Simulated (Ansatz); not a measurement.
Geometry optimisation, Ansatz, RKS PBE-D4/def2-SVP.

input.yaml

```yaml
crystal:
  periodic: [false, false, false]
  atoms:
    - { symbol: W, position_ang: [0.0, 0.0, 0.0] }
    - { symbol: H, position_ang: [0.8322, 0.0, 1.7303] }
    - { symbol: F, position_ang: [1.8273, 0.0, 0.9293] }
    - { symbol: F, position_ang: [0.0, 1.85, 0.0] }
    - { symbol: H, position_ang: [-1.72, 0.0, 0.0] }
    - { symbol: O, position_ang: [0.0, -1.94, 0.0] }
    - { symbol: H, position_ang: [0.3816, -2.2771, 0.8723] }
    - { symbol: F, position_ang: [0.0, 0.0, -1.85] }
basis:
  gaussian: { orbitals: def2-SVP }
hamiltonian:
  xc: pbe
  dispersion: d4
relax:
  f_tol: 0.15
  max_steps: 25
  restrain:
    - { distance: [1, 2], at: 0.92, k: 30.0 }
    - { distance: [0, 1], at: 2.92, k: 30.0 }
    - { distance: [0, 2], at: 3.05, k: 30.0 }
output:
  orbitals: {}
```

Command:

```bash
$ ansatz run input.yaml --threads 2 --pin off --max-ram 3072MiB --backend cpu --events-out ev --progress --plain --runs-dir out
```

Problem. Where does it end, and by what steps?

Solution. The run converged. The restraints hold the end off the free minimum. After 20 steps the energy has fallen by 1.988 eV (the restraints' own energy left out); H2 moved furthest, 1.16 Å. Parted: W1–H2 (1.92 → 2.92 Å), W1–F3 (2.05 → 3.05 Å). Joined: H2–F3 (1.28 → 0.94 Å).

| step | energy less start (eV) | largest force component (eV/Å) | accepted |
| --- | --- | --- | --- |
| 0 | 0.0000 | 3.591 | yes |
| 1 | 0.9091 | 6.222 | yes |
| 2 | 0.4509 | 6.481 | yes |
| 3 | -0.5482 | 6.726 | yes |
| 4 | -0.8613 | 6.803 | yes |
| 5 | -1.3829 | 3.678 | yes |
| 6 | -1.6686 | 0.646 | yes |
| 7 | -1.6774 | 1.630 | no |
| 8 | -1.7521 | 0.437 | yes |
| 9 | -1.8115 | 0.286 | yes |
| 10 | -1.8763 | 0.303 | yes |
| 11 | -1.9182 | 0.280 | yes |
| 12 | -1.9297 | 0.247 | yes |
| 13 | -1.9489 | 0.470 | yes |
| 14 | -1.9584 | 0.455 | yes |
| 15 | -1.9706 | 0.387 | yes |
| 16 | -1.8842 | 0.680 | no |
| 17 | -1.9797 | 0.343 | yes |
| 18 | -1.9860 | 0.238 | yes |
| 19 | -1.9881 | 0.281 | yes |
| 20 | -1.9882 | 0.336 | yes |

```xyz
8
Properties=species:S:1:pos:R:3
W -0.371 -0.045 -0.198
H 1.929 0.326 1.555
F 2.470 -0.073 0.905
F -0.792 1.744 0.097
H -2.059 -0.202 -0.291
O -0.278 -1.805 0.308
H -0.394 -2.545 0.924
F 0.817 0.233 -1.618
```

Run time: 51 s on 2 threads of Arm Neoverse V2, on a shared host, peak memory 0.19 GiB.
